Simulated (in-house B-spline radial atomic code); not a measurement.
# Solving the quasi-particle equation for 6s up of neutral caesium

Configuration [Xe] 6s1, highest spin, start Hartree-Fock; correlation leaves out the 2 deepest shells. Computed with an all-electron radial atomic-structure program (B-spline basis): all electrons, scalar-relativistic (spin-free one-electron X2C), finite nucleus, each spin shell either full or empty, empty states to l = 9 with an (l + 1/2)⁻⁴ tail; G0W0 by contour deformation at full frequency.

RPA overbinds a lone outer s electron by self-correlation, and G0W0 tends to as well.

At the mean-field level ε = -3.496 eV the matrix elements are Σx = -4.732 eV, v_xc = -4.732 eV and Σc(ε) = -0.585 eV, and the slope of the correlation self-energy is dΣc/dω = -0.0502. The quasi-particle energy solves E = ε + Σx − v_xc + Σc(E).

(1) What does the linearised equation give?

(2) How does that compare with the full solution and with static screening?

Answers

(1) Z = 1/(1 − dΣc/dω) = 1/1.0502 = 0.9522. The first-order shift is Σx − v_xc + Σc(ε) = -4.732 − (-4.732) + (-0.585) = -0.585 eV, so E ≈ ε + Z × shift = -3.496 + 0.9522 × (-0.585) = -4.053 eV.

(2) Solving the equation at full frequency dependence gives E = -4.053 eV, where Σc = -0.557 eV and the weight is 0.951; the linearised value is off by 0 meV. Leaving Z out would give -4.081 eV. Static COHSEX puts -1.052 eV in place of Σc and gives -4.548 eV, 0.50 eV deeper. The tabulated removal energy is 3.894 eV (NIST, measured); the run leaves out spin-orbit coupling, Breit and QED terms.
